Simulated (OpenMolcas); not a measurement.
**Kr III: CASPT2 settings compared**

```
Program             : OpenMolcas 26.06
Basis               : ANO-R3 [7s6p5d4f2g1h]
Scalar Hamiltonian  : X2C, finite nucleus
Active space        : 4 electrons in 3 orbitals (4p)
State averaging     : 2S+1 = 3 even, 3 roots; 2S+1 = 1 even, 6 roots kept (CI in the orbitals of an earlier block)
Spin-orbit coupling : RASSI with atomic mean-field integrals over the reference wave functions, term energies averaged over their components
```

Methods on the same reference wave functions:
A. CASSCF
B. SS-CASPT2, IPEA 0.4 Eh, no level shift (closed shells correlated: 3d 4s)
C. SS-CASPT2, IPEA 0.15 Eh, sigma1 regulariser 0.4 Eh (closed shells correlated: 3d 4s)
D. SS-CASPT2, IPEA 0.6 Eh, no level shift (closed shells correlated: 4s)

Energies in cm⁻¹ above 4s² 4p⁴ ³P₂, the measured ground level; measured values from Saloman, J. Phys. Chem. Ref. Data 36, 215 (2007).

| Level | A | B | C | D | Measured |
| --- | --- | --- | --- | --- | --- |
| 4s² 4p⁴ ³P₂ | 0.0 | 0.0 | 0.0 | 0.0 | 0.0 |
| 4s² 4p⁴ ³P₁ | 4113 | 4200 | 4190 | 4200 | 4548 |
| 4s² 4p⁴ ³P₀ | 5140 | 5040 | 5040 | 5050 | 5313 |
| 4s² 4p⁴ ¹D₂ | 17126 | 14390 | 14590 | 14390 | 14644 |
| 4s² 4p⁴ ¹S₀ | 39222 | 33390 | 33380 | 33670 | 33080 |

Deviations, from unrounded energies. A percentage is the sum of absolute deviations over the sum of measured energies, with the sign that they share, or ± where signs differ.

```json
{"Against measurement": "mean absolute deviation (cm-1)", "Levels": "4", "A": "2300", "B": "300", "C": "250", "D": "360"}
{"Against measurement": "fine structure of the ground term (%)", "Levels": "2", "A": "-6.2", "B": "-6.3", "C": "-6.4", "D": "-6.2"}
{"Against measurement": "other terms of the ground configuration (%)", "Levels": "2", "A": "+18.1", "B": "±1.2", "C": "±0.7", "D": "±1.8"}
```

C lies closest to measurement on these levels and A furthest from it. The largest miss of C in the table is 4s² 4p⁴ ³P₁, by -360 cm-1. The ranking rests on the paired levels alone, and a cruder setting can come out closer through cancelling errors.

Among B to D the level of the table that moves most is 4s² 4p⁴ ¹S₀, by 290 cm-1 (lowest in C, highest in D). Moves below CASPT2's spread within the term are not significant.

The mean deviations of B to D differ by less than CASPT2's widest spread within a term (280 cm-1), so their order carries little weight.

From A to B the spin-free energies of the other terms of 4s² 4p⁴ shown, above ³P, scale by factors of 0.80 to 0.83.

The lowest spin-free term lies below A's lowest term by 0.639 hartree in B, 0.645 hartree in C, 0.125 hartree in D.

CASPT2 breaks the degeneracy within a term, and the mean is taken; among the terms shown or strongly mixed into the levels shown the widest spread is 280 cm-1 (4s² 4p⁴ ¹D, D). Terms from blocks run as CI alone lack orbitals of their own. With the s shell closed, the reference lacks s² → p² mixing. Computed and measured levels are paired by configuration, term and J; levels that our copy of the source lacks, or whose pairing is in doubt (as where it misses far off the trend of its configuration), stay unpaired and out of the deviations. Levels of configurations outside the active space are missing.
